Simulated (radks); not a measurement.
All-electron atom: the promethium ion Pm12+ in [Kr] 4d10 4f1 5s2 (the NIST ground configuration). All-electron calculation, Dirac Kohn-Sham, BLYP, spin-unpolarised, spherical densities, finite nucleus; open shells fill j = l - 1/2 first; Fermi nuclear charge, rms radius 4.962 fm. Program: a radial shooting solver on a logarithmic mesh with Libxc functionals. Some entries of the table are withheld. Estimate them.

orbital  occ.  eigenvalue (hartree)  <r^2> (bohr^2)
1s1/2       2             -1661.336             (1)
2s1/2       2             -276.9934         0.01150
2p1/2       2                   (2)        0.008390
2p3/2       4                   (3)        0.009638
3s1/2       2             -66.99257             (4)
3p1/2       2             -60.89330         0.07249
3p3/2       4             -56.75050         0.07974
3d3/2       4             -46.13659         0.06440
3d5/2       6             -45.23941         0.06644
4s1/2       2             -19.72073          0.3842
4p1/2       2                   (5)          0.4031
4p3/2       4                   (6)          0.4384
4d3/2       4             -12.53255             (7)
4d5/2       6             -12.35539             (8)
5s1/2       2              -8.12500           1.612
4f5/2       1              -7.73992          0.6221
4f7/2       0              -7.71104          0.6282

Answer. 
(1) 1s1/2 <r^2> (bohr^2): 0.0007317
(2) 2p1/2 eigenvalue (hartree): -262.7743
(3) 2p3/2 eigenvalue (hartree): -242.1809
(4) 3s1/2 <r^2> (bohr^2): 0.07741
(5) 4p1/2 eigenvalue (hartree): -17.37442
(6) 4p3/2 eigenvalue (hartree): -16.42393
(7) 4d3/2 <r^2> (bohr^2): 0.4887
(8) 4d5/2 <r^2> (bohr^2): 0.5010
